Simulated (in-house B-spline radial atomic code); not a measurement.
Stripping samarium of all its electrons. The total binding energy is the sum of the 62 successive ionisation energies. Configuration: [Xe] (4f5/2)6 6s2. Level of theory: Dirac-Hartree-Fock, average of the jj configuration, Fermi nucleus of rms radius 5.0819 fm; calculated with a B-spline radial code for spherical atoms.

Dirac-Coulomb total energy: -10429.3486 hartree. First-order corrections (hartree): Breit 9.17, self-energy 7.229, vacuum polarisation -1.098, recoil 0.0245.

Problem. What total binding energy follows, and how does it compare with the sum of NIST's ionisation energies?

Solution. 283380 eV from the corrected total, against 283455 ± 40 eV from NIST's table (measured, semi-empirical and theoretical entries, uncertainties added in quadrature). The difference, +75 eV, is within about twice the table's uncertainty, so it can't show the correlation energy.

Problem. What share of the binding belongs to the last two electrons?

Solution. 39 % by NIST's values (109200.4 eV).
